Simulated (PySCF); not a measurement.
Species: C₆H₁₀NO (doublet state).
Cartesian coordinates in Å at the GFN2-xTB level; atoms count from 1:
```
atom  x, y, z in Å
C1     2.1260    0.9597   -0.4699
C2     1.2206    0.3477    0.5173
C3     0.3104   -0.7346    0.0802
C4    -0.4192   -1.4277    1.2337
O5    -1.4569   -0.5468    1.6193
C6    -1.9314    0.0963    0.4577
C7    -0.8085    0.0649   -0.5565
N8    -0.7129    0.6071   -1.6891
H9     1.5442    1.2802   -1.3456
H10    2.6562    1.8134   -0.0580
H11    2.8516    0.2305   -0.8389
H12    0.9914    0.8543    1.4394
H13    0.7858   -1.4160   -0.6258
H14    0.2121   -1.5913    2.1077
H15   -0.8361   -2.3896    0.8993
H16   -2.2398    1.1119    0.7236
H17   -2.8010   -0.4370    0.0386
H18   -1.5011    1.1834   -1.9712
```

The hyperfine couplings belong to this conformer and change with its torsions.

The species is `[H]/N=C1\COC[C@@H]1[CH]C` [radical].

Computed, not measured: PySCF, UKS B3LYP, pcH-1 on C H N O, non-relativistic, mean-field spin-orbit, GIAO. The structure is a single GFN2-xTB conformer in the gas phase; no vibrational or solvent corrections. A GFN2-xTB geometry isn't a minimum of the functional, and hyperfine couplings can be far from their values at a DFT geometry. No stability test was run, so a lower SCF solution isn't excluded.

The Mulliken spin populations are largest on C2 (+0.96), N8 (+0.08), C1 (-0.08) and C3 (-0.07). No atom but C2 exceeds +0.15. The positive populations add up to 1.19 and the negative ones to -0.19, together 2S = 1. The angles at C2 add up to 357.3°, so it is nearly planar; its axial dipolar tensor and the negative coupling of its proton fit spin in a p orbital normal to that plane.

(1) Find Q in a(H) = Q·ρ(C) for the protons on the planar carbons that carry spin.

(2) How do the β-proton couplings of this frozen conformer go with θ, the angle between the C–H bond and the normal to the plane of the spin centre's three neighbours, both seen down the bond from centre to carbon?

(3) What would the freely rotating methyl group on C1 show?

Results:

(1) 
```
  H   C    ρ(C)  a(H) (G)  a/ρ (G)
H12  C2  +0.960    -20.40    -21.2
```

One proton gives one ratio, Q = -21.2 G, and no test of linearity. In every row coupling and population have opposite signs.

(2) 
| β H | on | centre | θ (°) | cos²θ | a (G) |
| --- | --- | --- | --- | --- | --- |
| H9 | C1 | C2 | 30 | 0.76 | +42.82 |
| H10 | C1 | C2 | 88 | 0.00 | +0.92 |
| H11 | C1 | C2 | 34 | 0.69 | +32.43 |
| H13 | C3 | C2 | 59 | 0.27 | +14.10 |

Fitting the Heller–McConnell form a = ρ(B0 + B2 cos²θ), with Mulliken ρ = 0.96, gives B0 = 0.5 G and B2 = 53.7 G, with a largest miss of 3.7 G. By this fit the coupling would be 52.0 G at θ = 0° and 0.5 G at 90°.

(3) Three equal couplings, a 1:3:3:1 quartet. The mean of the three values of this geometry estimates the splitting: 25.4 G, or 71.2 MHz (three bonds 120° apart have a mean cos²θ of 1/2 at any torsion).

Couplings in gauss use g_iso = 2.0028.

Hardware: Arm Neoverse V1, one thread, on a shared host. Cost: 90 s wall (with the writing of density and orbital grids), 0.98 GiB resident at most.
